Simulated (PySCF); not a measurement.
Co(NH2)2 holds Co(II), d7, at total charge 0. The structure is a PBE0-D3(BJ)/def2-TZVP geometry optimised for multiplicity 4; coordination linear, point group D2h, metal–donor distances 1.82 Å.

Method (PySCF 2.14, density fitting): CASSCF(7,5) with orbitals averaged over all microstates of the shell, strongly contracted NEVPT2 on the averaged canonical orbitals; basis x2c-TZVPall on the metal, x2c-SVPall elsewhere; spin-free X2C; gas phase; spin-orbit coupling by state interaction with the mean-field operator over all roots.

CASSCF energies above the lowest CASSCF root:

| state | CASSCF / cm⁻¹ |
| --- | --- |
| 4B2g | 0 |
| 4B3g | 40 |
| 4B1g | 2003 |
| 4Ag | 2302 |
| 4B1g | 3788 |
| 4B2g | 4806 |
| 4B3g | 5528 |
| 2Ag | 16803 |
| 2B3g | 17272 |
| 2B2g | 17538 |
| 4B1g | 17844 |
| 2B1g | 18523 |
| 2Ag | 19132 |
| 2B2g | 19146 |
| 2B3g | 19846 |
| 4B2g | 19980 |
| 2B1g | 20273 |
| 2Ag | 21200 |
| 2B1g | 21335 |
| 2B2g | 21429 |
| 2B3g | 22531 |
| 2B1g | 24002 |

How does dynamic correlation (SC-NEVPT2) move these states?


| state | NEVPT2 / cm⁻¹ | shift / cm⁻¹ |
| --- | --- | --- |
| 4B2g | 0 | 0 |
| 4B3g | 138 | +98 |
| 4B1g | 2136 | +133 |
| 4Ag | 2361 | +59 |
| 4B1g | 4690 | +902 |
| 4B2g | 7226 | +2420 |
| 4B3g | 8756 | +3227 |
| 2Ag | 12305 | -4498 |
| 2B3g | 15255 | -2017 |
| 2B2g | 15394 | -2145 |
| 4B1g | 16521 | -1323 |
| 2B1g | 15726 | -2797 |
| 2Ag | 17668 | -1464 |
| 2B2g | 16349 | -2796 |
| 2B3g | 19594 | -252 |
| 4B2g | 18026 | -1954 |
| 2B1g | 18312 | -1962 |
| 2Ag | 20534 | -666 |
| 2B1g | 19958 | -1377 |
| 2B2g | 19209 | -2220 |
| 2B3g | 18850 | -3681 |
| 2B1g | 21752 | -2249 |

No frequencies were computed for the optimised geometry. 4B3g (138 cm⁻¹) lies within 300 cm⁻¹ of 4B2g at NEVPT2 level, inside the method's error: their order is undecided. Gaps between spin states lean to high spin in this active space.
